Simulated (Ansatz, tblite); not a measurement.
Forces on the cluster Cu₅Te₄⁻ at its PBE-D4/def2-SVP geometry. Total charge -1; singlet.

In the def2 sets Te takes a core potential; there is no spin–orbit coupling. The xTB rows come from tblite. The structure comes from a short search, and lower isomers may exist.

GFN1-xTB (tblite), largest force 1.48 eV/Å:

```xyz
9
positions Å, forces eV/Å
Cu    0.933    1.325    0.677    0.377    0.414   -0.110
Cu    1.366   -0.718   -0.820    0.350   -0.183   -0.209
Cu   -1.140   -1.216   -0.551   -0.099   -0.560   -0.058
Cu    0.198   -0.975    1.475    0.080   -0.511    0.187
Cu   -0.411    1.088   -1.346    0.209    0.357   -0.359
Te    0.593   -3.000   -0.008   -0.124    0.484    0.014
Te    2.065    1.604   -1.586   -0.348   -0.236    0.265
Te   -2.612    0.796   -0.140    0.579    0.261    1.342
Te   -0.991    1.097    2.300   -1.024   -0.027   -1.072
```

GFN2-xTB (tblite), largest force 1.87 eV/Å:

```
Cu 1.088 0.890 0.352
Cu 0.579 -0.304 -0.348
Cu -0.587 -1.154 -0.652
Cu 0.492 -0.941 0.969
Cu 0.003 0.680 -1.266
Te 0.140 -0.445 -0.045
Te 0.352 0.187 -0.250
Te -0.306 0.666 1.723
Te -1.761 0.422 -0.481
```

PBE0-D4/def2-SVP (Ansatz), largest force 0.46 eV/Å:

```
Cu 0.123 0.214 0.023
Cu 0.229 -0.119 -0.136
Cu -0.125 -0.213 -0.022
Cu 0.001 -0.183 0.148
Cu 0.009 0.175 -0.153
Te -0.073 0.288 0.005
Te -0.204 -0.142 0.158
Te 0.273 0.034 0.370
Te -0.232 -0.054 -0.392
```
